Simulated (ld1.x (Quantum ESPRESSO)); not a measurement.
## Reading a pseudo-wave (V)

Columns: radius, all-electron u(r) and pseudo u(r) of the 3s shell (level -70.24 eV) of vanadium in the configuration [Ne] 3s2 3p6 3d3 4s2 4p0; PW91, scalar-relativistic, TM scheme, ld1.x (Quantum ESPRESSO) 7.5.

```json
{"r (bohr)": "0.083", "all-electron": "0.0353", "pseudo": "0.0672"}
{"r (bohr)": "0.166", "all-electron": "-0.5282", "pseudo": "0.1434"}
{"r (bohr)": "0.249", "all-electron": "-0.5554", "pseudo": "0.2382"}
{"r (bohr)": "0.332", "all-electron": "-0.2371", "pseudo": "0.3611"}
{"r (bohr)": "0.415", "all-electron": "0.1816", "pseudo": "0.5176"}
{"r (bohr)": "0.498", "all-electron": "0.5614", "pseudo": "0.7009"}
{"r (bohr)": "0.581", "all-electron": "0.8476", "pseudo": "0.8863"}
{"r (bohr)": "0.664", "all-electron": "1.0315", "pseudo": "1.0369"}
{"r (bohr)": "0.747", "all-electron": "1.1243", "pseudo": "1.1245"}
{"r (bohr)": "0.830", "all-electron": "1.1462", "pseudo": "1.1462"}
{"r (bohr)": "0.913", "all-electron": "1.1172", "pseudo": "1.1172"}
{"r (bohr)": "0.996", "all-electron": "1.0550", "pseudo": "1.0550"}
{"r (bohr)": "1.079", "all-electron": "0.9733", "pseudo": "0.9733"}
{"r (bohr)": "1.162", "all-electron": "0.8821", "pseudo": "0.8821"}
{"r (bohr)": "1.245", "all-electron": "0.7886", "pseudo": "0.7886"}
{"r (bohr)": "1.328", "all-electron": "0.6974", "pseudo": "0.6974"}
{"r (bohr)": "1.411", "all-electron": "0.6114", "pseudo": "0.6114"}
{"r (bohr)": "1.494", "all-electron": "0.5321", "pseudo": "0.5321"}
{"r (bohr)": "1.577", "all-electron": "0.4605", "pseudo": "0.4605"}
{"r (bohr)": "1.660", "all-electron": "0.3965", "pseudo": "0.3965"}
{"r (bohr)": "1.743", "all-electron": "0.3401", "pseudo": "0.3401"}
{"r (bohr)": "1.826", "all-electron": "0.2906", "pseudo": "0.2906"}
{"r (bohr)": "1.909", "all-electron": "0.2476", "pseudo": "0.2476"}
{"r (bohr)": "1.992", "all-electron": "0.2104", "pseudo": "0.2104"}
{"r (bohr)": "2.075", "all-electron": "0.1785", "pseudo": "0.1785"}
{"r (bohr)": "2.158", "all-electron": "0.1511", "pseudo": "0.1511"}
```

Question: How many radial nodes do the two functions have?

Answer: The all-electron 3s function has n − l − 1 = 2; the pseudo-wave has 0, since the states of the same l below it are removed with the core.

Question: At about which radius was the pseudo-wave matched?

Answer: 0.85 bohr. The columns agree to 0.0005 from 0.75 bohr on; several derivatives are matched, so the curves merge somewhat inside the radius.

Question: Where does each function peak?

Answer: Outermost all-electron maximum near 0.83 bohr, pseudo maximum near 0.83 bohr (to the table’s step).

Question: Is the pseudo-wave norm-conserving?

Answer: Yes: the TM scheme keeps the norm inside the radius equal to the all-electron one, which fixes the energy derivative of the logarithmic derivative at the level.
